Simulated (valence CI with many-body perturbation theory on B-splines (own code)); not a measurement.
**E1 line list for Mn12+**

Computed by configuration interaction combined with many-body perturbation theory (CI+MBPT): three valence electrons over a frozen Dirac-Fock core [Ne], radial functions for each j: 11 s, 11 p, 10 d, 8 f, 5 g, 2 h, with the one-electron correlation potential Σ1, the two-electron term Σ2, the three-electron term Σ3, Breit, model QED; selected CI, second order for the rest, scaled by the run's own slope (own B-spline code, finite nucleus).

No measured levels were compared; by estimate levels of excited configurations hold to 0.05 to 0.15 % of their energy, terms of the ground configuration to about 0.5 %.

Lines 1 to 50 of 586 in falling wavelength, among levels below 205.48 eV, chosen from the strongest by gf and those to the six lowest levels. Wavelengths and rates use the calculated energies, so an error of 300 cm⁻¹ moves a line at 139.6 nm by 0.42 % and its rate by three times that or more. Electric multipoles are in the length gauge with retardation, E1 and E2 with the static RPA response of the core. Weak lines are less certain than strong ones. Lines between different terms over intervals too small for the method are left out, as are lines whose strength nearly cancels. Where a level lies close to another of its J and parity, the split of strength between their lines is uncertain. The highest levels of a list are the least certain.

Names give the largest LS component (configuration and term), which can be under half, so a name can repeat, a term be missing and a line seem to break the LS rules; names also repeat where a configuration has a term twice. Letters in brackets count levels of one name in rising energy.

| λ vac (nm) | Upper | Lower | A (s⁻¹) | log gf | Branch % |
| --- | --- | --- | --- | --- | --- |
| 139.6 | 3s 3p 4p 2P_3/2 | 3s 3p 4s 2P°_3/2 [a] | 1.28e+08 | -0.83 | 0.1 |
| 119.4 | 3s2 4f 2F°_7/2 | 3s2 4d 2D_5/2 | 6.30e+08 | 0.03 | 0.1 |
| 118.5 | 3s2 4f 2F°_5/2 | 3s2 4d 2D_3/2 | 6.01e+08 | -0.12 | 0.1 |
| 105.4 | 3s 3p 4p 2D_3/2 | 3s 3p 4s 2P°_3/2 [a] | 2.59e+08 | -0.76 | 0.2 |
| 102.6 | 3s 3p 4p 4D_5/2 | 3s 3p 4s 4P°_5/2 | 1.72e+08 | -0.79 | 0.3 |
| 101.1 | 3s 3p 4p 4D_3/2 | 3s 3p 4s 4P°_3/2 | 5.38e+08 | -0.48 | 0.5 |
| 100.8 | 3s 3p 4p 4D_1/2 | 3s 3p 4s 4P°_1/2 | 6.99e+08 | -0.67 | 0.6 |
| 98.13 | 3s 3p 4p 4S_3/2 | 3s 3p 4s 2P°_1/2 [a] | 3.35e+08 | -0.71 | 0.3 |
| 97.39 | 3s 3p 4p 2D_5/2 | 3s 3p 4s 2P°_3/2 [a] | 1.03e+09 | -0.06 | 0.5 |
| 96.50 | 3s 3p 4p 4D_3/2 | 3s 3p 4s 4P°_1/2 | 2.78e+08 | -0.81 | 0.2 |
| 95.56 | 3s 3p 4p 2D_3/2 | 3s 3p 4s 2P°_1/2 [a] | 3.23e+08 | -0.75 | 0.2 |
| 94.78 | 3s2 4p 2P°_1/2 | 3s2 4s 2S_1/2 | 1.23e+09 | -0.48 | 2.2 |
| 93.76 | 3s 3p 4p 4D_7/2 | 3s 3p 4s 4P°_5/2 | 1.45e+09 | 0.18 | 2.3 |
| 93.13 | 3s 3p 4p 4D_5/2 | 3s 3p 4s 4P°_3/2 | 1.24e+09 | -0.02 | 2.0 |
| 90.66 | 3s 3p 4p 2P_3/2 | 3s 3p 4s 4P°_1/2 | 6.94e+08 | -0.47 | 0.5 |
| 90.19 | 3s2 4p 2P°_3/2 | 3s2 4s 2S_1/2 | 1.42e+09 | -0.16 | 2.5 |
| 87.57 | 3s 3p 4p 4P_1/2 | 3s 3p 4s 4P°_3/2 | 1.52e+09 | -0.46 | 3.3 |
| 87.53 | 3s 3p 4p 4P_5/2 | 3s 3p 4s 4P°_5/2 | 1.38e+09 | -0.02 | 2.5 |
| 86.07 | 3s 3p 4p 4S_3/2 | 3s 3p 4s 4P°_5/2 | 9.46e+08 | -0.38 | 0.8 |
| 84.84 | 3s 3p 4p 4P_3/2 | 3s 3p 4s 4P°_3/2 | 7.60e+08 | -0.48 | 1.3 |
| 84.08 | 3s 3p 4p 2D_3/2 | 3s 3p 4s 4P°_5/2 | 6.92e+08 | -0.53 | 0.5 |
| 81.59 | 3s 3p 4p 4P_3/2 | 3s 3p 4s 4P°_1/2 | 7.46e+08 | -0.53 | 1.3 |
| 81.42 | 3s 3p 4p 2S_1/2 | 3s 3p 4s 2P°_3/2 [a] | 1.38e+09 | -0.56 | 0.7 |
| 80.54 | 3s 3p 4p 4P_5/2 | 3s 3p 4s 4P°_3/2 | 3.58e+08 | -0.68 | 0.6 |
| 72.64 | 3s2 4d 2D_3/2 | 3s2 4p 2P°_3/2 | 5.41e+08 | -0.77 | 0.2 |
| 72.15 | 3s2 4d 2D_5/2 | 3s2 4p 2P°_3/2 | 3.30e+09 | 0.19 | 1.4 |
| 69.91 | 3s2 4d 2D_3/2 | 3s2 4p 2P°_1/2 | 2.98e+09 | -0.06 | 1.2 |
| 59.01 | 3p3 2D°_5/2 | 3s 3p2 2P_3/2 | 5.82e+08 | -0.74 | 16.3 |
| 55.54 | 3p2 3d 2G_7/2 | 3s 3p 3d 2F°_5/2 [b] | 8.09e+08 | -0.52 | 15.3 |
| 53.85 | 3p2 3d 2G_9/2 | 3s 3p 3d 2F°_7/2 [b] | 9.15e+08 | -0.40 | 17.1 |
| 53.15 | 3p 3d2 2F°_7/2 [a] | 3s 3d2 2D_5/2 | 5.98e+08 | -0.69 | 3.0 |
| 52.00 | 3p2 3d 2F_7/2 [a] | 3s 3p 3d 2F°_7/2 [a] | 7.27e+08 | -0.63 | 11.8 |
| 51.81 | 3s 3p2 4P_1/2 | 3s2 3p 2P°_3/2 | 7.02e+06 | -3.25 | 28.7 |
| 50.31 | 3p2 3d 2F_5/2 [a] | 3s 3p 3d 2F°_5/2 [a] | 1.07e+09 | -0.61 | 20.3 |
| 50.22 | 3s 3p2 4P_3/2 | 3s2 3p 2P°_3/2 | 4.37e+06 | -3.18 | 91.8 |
| 48.30 | 3s 3p2 4P_5/2 | 3s2 3p 2P°_3/2 | 1.76e+07 | -2.43 | 100.0 |
| 48.00 | 3s 3p2 4P_1/2 | 3s2 3p 2P°_1/2 | 1.74e+07 | -2.92 | 71.3 |
| 47.45 | 3p 3d2 4F°_9/2 [a] | 3s 3d2 2G_9/2 | 5.88e+08 | -0.70 | 1.5 |
| 46.37 | 3p 3d2 2G°_7/2 [a] | 3s 3d2 2G_7/2 | 8.45e+08 | -0.66 | 2.3 |
| 46.14 | 3p 3d2 4F°_9/2 [b] | 3s 3d2 2G_9/2 | 6.73e+08 | -0.67 | 1.7 |
| 44.94 | 3p 3d2 4G°_5/2 | 3s 3d2 4F_3/2 | 2.70e+09 | -0.31 | 23.5 |
| 44.44 | 3p 3d2 4G°_7/2 | 3s 3d2 4F_7/2 | 6.56e+08 | -0.81 | 5.7 |
| 44.28 | 3p 3d2 4G°_7/2 | 3s 3d2 4F_5/2 | 2.81e+09 | -0.18 | 24.2 |
| 44.21 | 3p2 3d 2F_5/2 [a] | 3s 3p 3d 2D°_3/2 [a] | 1.39e+09 | -0.61 | 26.6 |
| 43.66 | 3p 3d2 4G°_9/2 | 3s 3d2 4F_9/2 | 5.04e+08 | -0.84 | 4.3 |
| 43.54 | 3p 3d2 2P°_1/2 [b] | 3s 3d2 2S_1/2 | 3.13e+09 | -0.75 | 8.0 |
| 43.46 | 3p 3d2 4G°_9/2 | 3s 3d2 4F_7/2 | 3.22e+09 | -0.04 | 27.3 |
| 43.36 | 3p3 2P°_3/2 | 3s 3p2 2P_3/2 | 2.28e+09 | -0.59 | 16.9 |
| 43.24 | 3p 3d2 2H°_9/2 | 3s 3d2 2G_7/2 | 5.09e+09 | 0.15 | 28.8 |
| 43.21 | 3p2 3d 2F_7/2 [a] | 3s 3p 3d 2D°_5/2 [a] | 1.30e+09 | -0.54 | 21.1 |

Task: How does gf follow from A for the line at 90.19 nm?

Result: gf = 1.4992 × (2J+1)_upper × A / σ², with σ = 110880 cm⁻¹ and 2J+1 = 4: gf = 0.693.
